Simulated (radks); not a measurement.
Charge is removed step by step from the 1s down level of Ag+, starting from 1s(up 1, down 1) 2s2 2p6 3s2 3p6 3d10 4s2 4p6 4d10. All-electron calculation, scalar-relativistic Kohn-Sham, LDA (Slater exchange, Perdew-Wang correlation), spin-polarised, spherical densities, finite nucleus; Fermi nuclear charge, rms radius 4.5454 fm. Program: a radial shooting solver on a logarithmic mesh with Libxc functionals.

removed (e),E - E(0) (eV),eigenvalue (eV),E minus straight line (eV)
0,0.000,-25306,0.000
0.125,3166.1,-25375,-28.369
0.25,6340.7,-25443,-48.138
0.375,9523.8,-25510,-59.469
0.5,12715.2,-25575,-62.563
0.625,15914.5,-25637,-57.690
0.75,19121.4,-25696,-45.216
0.875,22335,-25749,-25.684
1,25555,-25792,0.000

Removing the whole electron costs 25555 eV by Delta-SCF, against 25306 eV from minus the eigenvalue at the starting occupation. Slater's transition state (half an electron removed) gives 25575 eV. Integrating minus the eigenvalue over the occupation (Janak's theorem) gives 25567 eV. In this scalar-relativistic scheme the density is built from large components alone, so the theorem holds only approximately. The mean slope of the eigenvalue, de/dn, is 486 eV per electron.
